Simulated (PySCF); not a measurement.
A PySCF script (with the pyscf-properties extension) for the NMR shieldings of C₃H₆AlClN₂, on a GFN2-xTB geometry:

```python
import basis_set_exchange as bse
import numpy as np
from pyscf import gto, dft
from pyscf.prop import nmr

atoms = """
C     3.072198    0.621554   -0.377412
N     2.173451   -0.085523   -0.446968
Al    0.368528   -0.919596   -0.761932
Cl    0.527382   -1.179474   -2.780782
C    -2.281642   -0.412300    0.551464
N    -1.391131   -0.112191   -0.306411
C    -0.460422    0.918290   -0.144189
H     3.888872    1.289512   -0.300420
H     0.476592   -2.103881    0.194428
H    -2.869054   -1.305085    0.414055
H    -2.495803    0.219753    1.409751
H    -0.614112    1.556373    0.729631
H    -0.399245    1.513055   -1.060191
"""
names = dict.fromkeys(["C", "N", "Al", "Cl", "H"], "pcSseg-1")
basis = {el: gto.basis.parse(bse.get_basis(n, elements=[el], fmt="nwchem")) for el, n in names.items()}
mol = gto.M(atom=atoms, basis=basis, charge=0, verbose=0)
mf = dft.RKS(mol, xc="PBE0")
mf.grids.level = 2
mf.grids.alignment = dft.numint.BLKSIZE   # the property module wants whole blocks of grid points
mf.conv_tol = 1e-9
mf.kernel()

calc = nmr.RKS(mf)   # GIAO
C = mf.mo_coeff
Co = C[:, mf.mo_occ > 0]
resp = mf.gen_response(singlet=True, hermi=2)
def vind(x):   # induced exchange potential for any number of trial vectors
    d = np.einsum("pi,xij,qj->xpq", C, 2 * x.reshape(-1, C.shape[1], Co.shape[1]), Co, optimize=True)
    return np.einsum("xpq,pi,qj->xij", resp(d - d.transpose(0, 2, 1)), C, Co, optimize=True).ravel()
mo1, _ = nmr.rhf.solve_mo1(calc, with_cphf=vind)
sigma = calc.kernel(mo1)
for i, s in enumerate(sigma):   # ppm
    print("%2d %-2s %9.2f" % (i, mol.atom_pure_symbol(i), np.trace(s) / 3))
```

Q: Give the expected output.

A: 
```
 0 C      61.86
 1 N      10.04
 2 Al    497.86
 3 Cl   1009.63
 4 C      46.75
 5 N     -95.54
 6 C     115.61
 7 H      27.06
 8 H      28.60
 9 H      25.21
10 H      24.73
11 H      27.69
12 H      28.18
```

These numbers come from an equivalent density-fitted implementation of the same equations, which agrees with the script to about 0.01 ppm for H and up to a few tenths of a ppm for heavy atoms, so last digits may differ.

Size and cost of the density-fitted run: 163 basis functions, 29 s wall time on 1 thread of an Arm Neoverse V2, shared host; peak memory 0.74 GiB.
